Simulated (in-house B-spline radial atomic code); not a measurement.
Configurations of Sm III (Sm2+), with energies counted from [Xe] 4f6. Method: scalar-relativistic (X2C) TPSSh, spin-polarised, spherical fractional occupations, exact exchange averaged over the configuration, Fermi nucleus of rms radius 5.0819 fm. Calculated with a radial B-spline atomic code at the basis-set limit. Shells without spins written out take the highest spin.

Occupations are held fixed; configurations that lie above the ionisation limit could autoionise.

| configuration | E - E(ref) (eV) | highest orbital | its <r> (bohr) |
| --- | --- | --- | --- |
| [Xe] 4f5 5d1 | 4.8273 | 5d up | 2.36 |
| [Xe] 4f5 6s1 | 6.0599 | 6s up | 3.412 |
| [Xe] 4f5 6p1 | 10.29 | 6p up | 4.122 |
| [Kr] 4d9 4f6 5s2 5p6 6d1 | 138.13 | 6d up | 5.676 |

Question: Order these further configurations by energy, lowest first.
A. [Kr] 4d9 4f6 5s2 5p6 6p1
B. [Kr] 4d9 4f7 5s2 5p6
C. [Kr] 4d10 4f6 5s2 5p5 6p1
D. [Xe] 4f5 6d1
E. [Kr] 4d10 4f6 5s2 5p5 6s1

Answer: D (15.213 eV), E (22.407 eV), C (26.651 eV), B (121.2 eV), A (133.19 eV).
